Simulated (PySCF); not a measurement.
# Spinor energies of Ge (germanium, neutral)

Start: [Ar] 3d10 4s2 4p2; 4p1/2 filled at m_j = -1/2, +1/2. Calculated with PySCF 2.14 in x2c-TZVPPall-2c (6s7p4d1f, 54 functions): generalised Hartree-Fock with the X2C-1e Hamiltonian and a Gaussian nucleus; one run each with spin-orbit coupling (SO) switched off, then screened by Boettger's factors.

```
spinor shell  electrons  ε, spin-free (eV)  ε, screened SO (eV)  weight of nominal j (screened SO)  rms radius, screened SO (bohr)
       1s1/2          2           -11179.4             -11179.1                              1.000                          0.0542
       2s1/2          2            -1454.0              -1453.9                              1.000                           0.227
       2p1/2          2            -1265.8              -1287.7                              1.000                           0.201
       2p3/2          4            -1265.8              -1255.2                              1.000                           0.204
       3s1/2          2            -201.51              -201.45                              1.000                           0.667
       3p1/2          2            -141.74              -144.86                              0.999                           0.693
       3p3/2          4            -141.74              -140.17                              0.999                           0.704
       3d3/2          4            -43.525              -43.878                              0.990                           0.815
       3d5/2          6            -43.525              -43.210                              0.993                           0.816
       4s1/2          2            -15.449              -15.425                              0.999                            2.35
       4p1/2          2             -7.801               -7.824                              0.549                            3.10
```

| quantity | spin-free | screened SO |
| --- | --- | --- |
| E (hartree) | -2097.00615 | -2097.08586 |
| M_J | 0 | 0 |
| ⟨J²⟩ | 2.011 | 1.724 |
| ⟨L²⟩ | 2.008 | 2.012 |
| ⟨S²⟩ | 2.003 | 1.995 |

The determinant has a definite M_J but mixes levels of different J.

Each row is a mean over spinors that exchange with the open shell spreads, by up to 3.996 eV (4s1/2).

Rows whose weight is well below 1 are mixtures of j = l ± 1/2: exchange outweighs spin-orbit coupling there, and the label is only the starting occupation.

Without spin-orbit coupling the j labels of p, d and f shells carry no meaning; the spin-free column gives the mean over the occupied spinors of each nl shell.
